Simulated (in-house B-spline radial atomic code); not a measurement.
A fraction x of an electron is removed from 3p in Sc VI (Sc5+), starting from [Ne] 3s2 3p4 and keeping the highest spin. Method: non-relativistic LDA PW92, spin-polarised, spherical fractional occupations, point nucleus. Calculated with a B-spline radial code for spherical atoms.

| x | E(x) - E(0) (eV) | 3p down level (eV) |
| --- | --- | --- |
| 0 | 0.0000 | -101.381 |
| 0.03 | 3.0500 | -101.952 |
| 0.18 | 18.5575 | -104.815 |
| 0.26 | 27.0039 | -106.346 |
| 0.46 | 48.6563 | -110.180 |
| 0.5 | 53.0788 | -110.948 |
| 0.59 | 63.1419 | -112.676 |
| 0.71 | 76.8014 | -114.982 |
| 0.77 | 83.7349 | -116.135 |
| 0.99 | 109.7496 | -120.360 |
| 1 | 110.9541 | - |

The exact functional would give a straight line between the two integer points. Deviations E(x) - E(0) - x[E(1) - E(0)], in eV: -0.279 at x = 0.03, -1.414 at x = 0.18, -1.844 at x = 0.26, -2.383 at x = 0.46, -2.398 at x = 0.5, -2.321 at x = 0.59, -1.976 at x = 0.71, -1.7 at x = 0.77, -0.095 at x = 0.99.

The curve lies below the straight line by up to 2.398 eV (at x = 0.5): convex, the delocalisation error that favours fractional charges.

(1) How well does Slater's transition state (minus the level at half occupation) give the ionisation energy?

Results:

(1) It gives 110.948 eV against 110.954 eV from the two total energies; NIST lists 110.68 eV, ground level to ground level.
